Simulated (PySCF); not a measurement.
Record of a relaxation.

C3H7NSSi.
SMILES with atom numbers: `[CH2:1]=[N:2]/[CH:3]=[CH:4]\[S:5][SiH3:6]` (hydrogens: H7, H8 on C1; H9 on C3; H10 on C4; H11, H12, H13 on Si6)

Method: PBE0-D3(BJ)/def2-SVP geometry optimisation, gas phase (PySCF 2.14.0); density fitting, grid level 1; the optimiser is geomeTRIC in internal coordinates, started from a GFN2-xTB structure with every atom displaced at random (about 0.01 Å). 6 of its 12 geometries are shown. The frame can shift and turn from step to step; on so coarse a grid that alone can change the energy by a few meV, and forces under 0.02 eV/Å are noise.

Step 0: E = -23405.1623 eV, largest atomic force 3.036 eV/Å
```
atom  x, y, z in Å  |  force x, y, z in eV/Å
C1     -1.389   -1.235    0.566   -0.792   1.532  -0.804
N2     -0.602   -0.331    0.134    0.061  -0.082  -0.102
C3     -1.005    0.801   -0.514    2.044   0.995  -0.293
C4     -0.013    1.685   -0.924   -2.737  -1.226   0.475
S5      1.619    1.454   -0.697    1.660   0.042   0.084
Si6     1.599   -0.470    0.363    0.245   0.782  -0.301
H7     -1.002   -2.078    1.062    0.642  -1.402   0.800
H8     -2.469   -1.117    0.437   -0.266  -0.201   0.061
H9     -2.042    0.992   -0.656   -1.141   0.282  -0.253
H10    -0.327    2.588   -1.423   -0.094   0.544  -0.312
H11     3.074   -0.543    0.508    0.652   0.030   0.068
H12     1.378   -1.529   -0.608   -0.161  -0.915  -0.166
H13     1.184   -0.233    1.743   -0.113  -0.382   0.744
```

Step 2: E = -23405.5103 eV, largest atomic force 0.782 eV/Å
```
atom  x, y, z in Å  |  force x, y, z in eV/Å
C1     -1.622   -1.229    0.490    0.200   0.243  -0.136
N2     -0.746   -0.387    0.105    0.384  -0.041   0.201
C3     -1.055    0.809   -0.497   -0.111  -0.002  -0.003
C4     -0.078    1.656   -0.895   -0.519   0.016  -0.045
S5      1.623    1.459   -0.736    0.180  -0.429   0.127
Si6     1.850   -0.432    0.379    0.618   0.414  -0.241
H7     -1.287   -2.161    0.956   -0.049  -0.054   0.039
H8     -2.704   -1.052    0.367   -0.053  -0.041   0.006
H9     -2.110    1.068   -0.655   -0.070   0.060  -0.059
H10    -0.383    2.584   -1.389    0.081   0.032   0.018
H11     3.363   -0.371    0.373   -0.060   0.042   0.005
H12     1.608   -1.717   -0.334   -0.260   0.018   0.144
H13     1.548   -0.243    1.826   -0.342  -0.256  -0.055
```

Step 4: E = -23405.5248 eV, largest atomic force 0.703 eV/Å
```
atom  x, y, z in Å  |  force x, y, z in eV/Å
C1     -1.548   -1.167    0.576    0.100  -0.137   0.087
N2     -0.702   -0.301    0.180   -0.171  -0.298  -0.347
C3     -1.069    0.831   -0.516   -0.209  -0.125   0.146
C4     -0.102    1.679   -0.909    0.176   0.396  -0.200
S5      1.611    1.488   -0.671   -0.150  -0.251  -0.022
Si6     1.826   -0.469    0.301    0.306   0.276   0.569
H7     -1.194   -2.055    1.128   -0.040   0.180  -0.121
H8     -2.632   -1.079    0.383    0.033   0.051   0.058
H9     -2.131    1.039   -0.729    0.157  -0.049   0.051
H10    -0.377    2.603   -1.433    0.050  -0.096   0.013
H11     3.331   -0.339    0.464   -0.158  -0.041  -0.110
H12     1.676   -1.730   -0.494   -0.280   0.224  -0.001
H13     1.318   -0.516    1.709    0.185  -0.130  -0.122
```

Step 7: E = -23405.5826 eV, largest atomic force 0.353 eV/Å
```
atom  x, y, z in Å  |  force x, y, z in eV/Å
C1     -1.520   -1.195    0.516   -0.060  -0.020   0.012
N2     -0.693   -0.322    0.102   -0.221  -0.204   0.185
C3     -1.090    0.839   -0.521    0.305  -0.096   0.038
C4     -0.109    1.673   -0.919   -0.021   0.304  -0.157
S5      1.600    1.443   -0.713   -0.026  -0.004  -0.030
Si6     1.827   -0.440    0.372   -0.018   0.055  -0.070
H7     -1.141   -2.101    1.004    0.013  -0.024   0.011
H8     -2.612   -1.080    0.406    0.010  -0.017  -0.003
H9     -2.152    1.065   -0.687    0.027  -0.027   0.008
H10    -0.369    2.604   -1.431    0.028   0.048  -0.008
H11     3.329   -0.372    0.413    0.047   0.010   0.007
H12     1.526   -1.705   -0.350   -0.014  -0.019  -0.025
H13     1.408   -0.426    1.799   -0.070  -0.007   0.032
```

Step 9: E = -23405.5943 eV, largest atomic force 0.028 eV/Å
```
atom  x, y, z in Å  |  force x, y, z in eV/Å
C1     -1.547   -1.196    0.537    0.026  -0.006   0.006
N2     -0.702   -0.337    0.131   -0.012   0.007  -0.006
C3     -1.068    0.822   -0.516   -0.003  -0.024   0.014
C4     -0.102    1.672   -0.921    0.010   0.015  -0.009
S5      1.608    1.460   -0.708   -0.001   0.006   0.005
Si6     1.844   -0.431    0.361    0.009   0.019  -0.019
H7     -1.185   -2.099    1.044   -0.019  -0.005   0.004
H8     -2.636   -1.075    0.401    0.001   0.001   0.000
H9     -2.129    1.043   -0.695   -0.002   0.002  -0.003
H10    -0.373    2.597   -1.438    0.005  -0.001  -0.001
H11     3.348   -0.351    0.422   -0.007   0.000   0.002
H12     1.552   -1.670   -0.411   -0.006  -0.005   0.014
H13     1.396   -0.452    1.781   -0.001  -0.008  -0.007
```

Step 11: E = -23405.5944 eV, largest atomic force under 0.02 eV/Å
```
atom  x, y, z in Å  |  force x, y, z in eV/Å
C1     -1.549   -1.197    0.540    0.005  -0.009   0.007
N2     -0.702   -0.340    0.133   -0.001   0.010  -0.006
C3     -1.068    0.819   -0.515    0.001   0.004  -0.001
C4     -0.104    1.671   -0.920    0.001  -0.002  -0.001
S5      1.607    1.464   -0.708   -0.008  -0.004   0.002
Si6     1.848   -0.427    0.358    0.005  -0.007   0.004
H7     -1.191   -2.100    1.050   -0.004   0.000   0.000
H8     -2.637   -1.074    0.402    0.003   0.002   0.000
H9     -2.130    1.038   -0.697    0.002   0.000   0.000
H10    -0.376    2.596   -1.438   -0.003  -0.001  -0.001
H11     3.351   -0.345    0.416   -0.001   0.000  -0.001
H12     1.553   -1.670   -0.408   -0.001   0.004  -0.003
H13     1.402   -0.452    1.778    0.000   0.004   0.000
```

Problem. Summarise the path.

Solution. The energy falls by 9.96 kcal/mol from step 0 to step 11; nine tenths of that is first reached at step 5. It rises by more than 0.2 meV at steps 4 and 7. The largest force goes from 3.036 to under 0.02 eV/Å. Among the bonds C4–S5 changes most, from 1.664 to 1.737 Å; the atoms move by 0.197 Å rms after alignment.

Problem. Follow the three bonds and two angles with the largest change from start to end.

Solution. 
```tsv
step	E above end (kcal/mol)	largest force (eV/Å)	C4–S5 (Å)	C1–H7 (Å)	C3=C4 (Å)	H12–Si6–H13 (°)	S5–Si6–H12 (°)
0	9.96	3.036	1.664	1.052	1.390	134.9	108.5
1	3.20	1.369	1.704	1.082	1.367	129.9	112.6
2	1.94	0.782	1.720	1.095	1.353	122.8	118.7
3	1.00	0.403	1.727	1.100	1.346	121.0	119.0
4	1.61	0.703	1.740	1.104	1.345	116.0	120.3
5	0.35	0.331	1.742	1.100	1.352	116.2	114.9
6	0.15	0.273	1.736	1.097	1.350	115.4	117.4
7	0.27	0.353	1.737	1.096	1.348	114.7	118.1
8	0.06	0.167	1.736	1.097	1.349	114.7	117.8
9	0.00	0.028	1.736	1.097	1.349	115.1	116.4
10	0.00	0.036	1.737	1.097	1.349	114.6	116.7
11	0.00	under 0.02	1.737	1.097	1.350	114.6	116.7
```

The cost below is that of the whole optimisation. The run took 93 s wall on Arm Neoverse V2, one thread (shared host), and the process peaked at 0.50 GiB of memory.
